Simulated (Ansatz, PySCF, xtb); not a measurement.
Two conformers of C4H6O (SMILES C=COC=C), B3LYP-D3(BJ)/def2-TZVP minima.
Conformer 1 (charge 0, multiplicity 1):
```xyz
11

C     -1.87795    -0.01924    -0.28103
C     -1.09141     0.94123     0.18971
O      0.26498     0.90299     0.32992
C      0.89254    -0.31399     0.30663
C      2.12570    -0.45034    -0.15286
H     -1.50328    -0.96580    -0.64219
H     -2.94271     0.15315    -0.32741
H     -1.46864     1.90330     0.50959
H      0.31789    -1.12644     0.73816
H      2.66258     0.38284    -0.58474
H      2.62029    -1.40771    -0.08579
```
Conformer 2 (charge 0, multiplicity 1):
```json
[
 {"atom": "C", "x (Å)": "-0.9321", "y (Å)": "1.3522", "z (Å)": "-0.2387"},
 {"atom": "C", "x (Å)": "-0.8873", "y (Å)": "0.2832", "z (Å)": "-1.0225"},
 {"atom": "O", "x (Å)": "-0.4528", "y (Å)": "-0.9806", "z (Å)": "-0.7336"},
 {"atom": "C", "x (Å)": "0.4230", "y (Å)": "-1.2889", "z (Å)": "0.2702"},
 {"atom": "C", "x (Å)": "1.3192", "y (Å)": "-0.5136", "z (Å)": "0.8660"},
 {"atom": "H", "x (Å)": "-1.3702", "y (Å)": "2.2563", "z (Å)": "-0.6351"},
 {"atom": "H", "x (Å)": "-0.5811", "y (Å)": "1.3629", "z (Å)": "0.7806"},
 {"atom": "H", "x (Å)": "-1.2736", "y (Å)": "0.2995", "z (Å)": "-2.0334"},
 {"atom": "H", "x (Å)": "0.3311", "y (Å)": "-2.3412", "z (Å)": "0.5059"},
 {"atom": "H", "x (Å)": "1.4553", "y (Å)": "0.5308", "z (Å)": "0.6362"},
 {"atom": "H", "x (Å)": "1.9685", "y (Å)": "-0.9606", "z (Å)": "1.6044"}
]
```

No zero-point or thermal terms.

Frozen-core correlation.

Programs: Ansatz (a program for electronic structure); PySCF for the dispersion terms; xtb for the GFN methods. Each number belongs to the level named beside it.

```json
[
 {"level": "GFN1-xTB", "electronic energy of conformer 2 less that of conformer 1 (kcal/mol)": "0.21"},
 {"level": "GFN2-xTB", "electronic energy of conformer 2 less that of conformer 1 (kcal/mol)": "0.93"},
 {"level": "SVWN5/def2-TZVPP", "electronic energy of conformer 2 less that of conformer 1 (kcal/mol)": "2.77"},
 {"level": "BLYP/def2-TZVPP", "electronic energy of conformer 2 less that of conformer 1 (kcal/mol)": "(withheld)"},
 {"level": "PBE0-D3(BJ)/def2-TZVPP", "electronic energy of conformer 2 less that of conformer 1 (kcal/mol)": "2.87"},
 {"level": "wB97X-V/def2-TZVPP", "electronic energy of conformer 2 less that of conformer 1 (kcal/mol)": "2.88"},
 {"level": "B2PLYP-D3(BJ)/def2-TZVPP", "electronic energy of conformer 2 less that of conformer 1 (kcal/mol)": "2.78"},
 {"level": "CCSD/cc-pVDZ", "electronic energy of conformer 2 less that of conformer 1 (kcal/mol)": "2.89"},
 {"level": "CCSD(T)/cc-pVTZ", "electronic energy of conformer 2 less that of conformer 1 (kcal/mol)": "2.84"}
]
```

Problem. Fill in the missing entries.

Solution. 
- BLYP/def2-TZVPP, electronic energy of conformer 2 less that of conformer 1 (kcal/mol): 3.27
